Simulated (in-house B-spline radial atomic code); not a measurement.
Checks on a self-consistent run for Pb10+, [Ne] 3s2 (3p1/2)2 (3p3/2)3 3d10 4s2 4p6 4d10 4f14 5s2 5p6 5d5. Level of theory: Dirac-Hartree-Fock, average of the jj configuration, Fermi nucleus of rms radius 5.5012 fm; calculated with a B-spline radial code for spherical atoms.

```tsv
orbital	q	ε (Eh)	<1/r>	<r²>	small-component weight
1s1/2	2	-3266.02627	101.247	0.000357362	0.097824
2s1/2	2	-597.24057	25.0653	0.00535489	0.022608
2p1/2	2	-573.06124	24.9764	0.00377909	0.022658
2p3/2	4	-492.20693	19.9549	0.00496454	0.019924
3s1/2	2	-151.66529	9.22897	0.0344747	0.0076629
3p1/2	2	-141.11800	9.13122	0.0313647	0.0075994
3p3/2	3	-122.83473	7.80364	0.037939	0.0067909
3d3/2	4	-105.25684	7.70537	0.0286851	0.0066788
3d5/2	6	-101.21132	7.41619	0.0303568	0.0064737
4s1/2	2	-41.06527	3.92555	0.163876	0.0026454
4p1/2	2	-36.31640	3.81859	0.16598	0.0025535
4p3/2	4	-31.65768	3.40774	0.194668	0.002318
4d3/2	4	-23.91373	3.19074	0.20101	0.002076
4d5/2	6	-23.02388	3.08793	0.21108	0.0019974
4f5/2	6	-12.89286	2.78549	0.22094	0.0016677
4f7/2	8	-12.66480	2.74343	0.227132	0.0016322
5s1/2	2	-12.28520	1.66092	0.7657	0.00073548
5p1/2	2	-10.45692	1.56396	0.846832	0.00067033
5p3/2	4	-9.47447	1.42118	0.982549	0.0005975
5d3/2	2	-6.87271	1.22934	1.26899	0.00046601
5d5/2	3	-6.72864	1.19657	1.32601	0.00044752
```

Electron-electron repulsion V_ee = 7137.3662 hartree.

Task: What total energy follows from the eigenvalues?

Result: The eigenvalues count the repulsion twice, so E = Σqε - V_ee = -13635.031 - 7137.366 = -20772.397 hartree; the run printed -20772.397.

Task: Does the Dirac virial theorem hold?

Result: For a point nucleus E = -2c²Σq·w, with w the small-component weight. Here Σq·w = 0.55283 and c = 137.0360, so the ratio E/(-2c²Σq·w) is 1.000451; the finite nucleus accounts for the departure from 1.

Task: What diamagnetic shielding (Lamb formula) and susceptibility (Langevin formula) do the radii give?

Result: σ = (α²/3)Σq<1/r> = 635.099/(3·137.036²) = 11273 ppm, and χ = -0.79199×10⁻⁶·Σq<r²> = -16.56×10⁻⁶ cm³/mol with Σq<r²> = 20.904 bohr². Both are non-relativistic formulas without the paramagnetism of open shells; for so heavy an element the full relativistic shielding is larger by tens of per cent.
